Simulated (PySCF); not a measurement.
# Spin states of NiO

Unrestricted PBE0; basis Ni def2-TZVPPD, O def2-TZVPPD; no relativity; PySCF 2.14. Outer shells of the fragments: Ni 3d8 4s2; O 2s2 2p4.

Followed along the bond (rough minima from three points):

| 2Ms+1 | unpaired | ⟨S²⟩ at the start | R at minimum (Å) | Te (eV) |
| --- | --- | --- | --- | --- |
| 3 | π ↑↑ | 2.04 | 1.62 | 0.00 |
| 3 | σ ↑, π ↑ | 2.01 | 1.67 | 0.30 |
| 1 | π ↑↓ | 1.01 | 1.67 | 0.39 |
| 1 | σ ↑, π ↓ | 1.03 | 1.70 | 0.46 |
| 1 | π ↓, δ ↑ | 1.02 | 1.76 | 0.69 |
| 1 | none | 0.75 | 1.77 | 0.78 |

Solutions found at the starting distance of 1.655 Å, counted from the lowest of them; the search is not exhaustive and high or unbound solutions are not listed, so other states can lie among these:

| 2Ms+1 | unpaired | term | E (eV) | ⟨S²⟩ | ⟨Lz²⟩ | μ (D) |
| --- | --- | --- | --- | --- | --- | --- |
| 3 | π ↑↑ | ³Σ⁻ | 0.00 | 2.04 | 0.00 | -5.14 |
| 3 | σ ↑, π ↑ | mixed | 0.28 | 2.01 | 1.67 | -5.28 |
| 1 | π ↑↓ | mixed | 0.37 | 1.01 | 2.03 | -4.76 |
| 1 | σ ↑, π ↓ | mixed | 0.46 | 1.03 | 1.29 | -4.88 |
| 1 | π ↓, δ ↑ | mixed | 0.77 | 1.02 | 4.65 | -4.34 |
| 1 | π ↓, δ ↑ | mixed | 0.78 | 1.02 | 5.02 | -4.33 |
| 1 | none | mixed | 0.87 | 0.75 | 2.05 | -4.34 |
| 5 | σ ↑↑, π ↑↑ | not assigned | 1.20 | 6.01 | 1.11 | -0.77 |
| 3 | σ ↑, δ ↑ | ³Δ | 1.22 | 2.01 | 4.01 | -5.94 |
| 1 | σ ↑, δ ↓ | mixed | 1.59 | 1.04 | 4.00 | -5.47 |

A term symbol is given only where ⟨S²⟩ and ⟨Lz²⟩ are close to those of a pure state; real π, δ and φ orbitals otherwise mix terms. A positive dipole means Ni(−)O(+).

With d or f electrons several states lie close, and the lowest PBE0 determinant need not be the measured ground state.
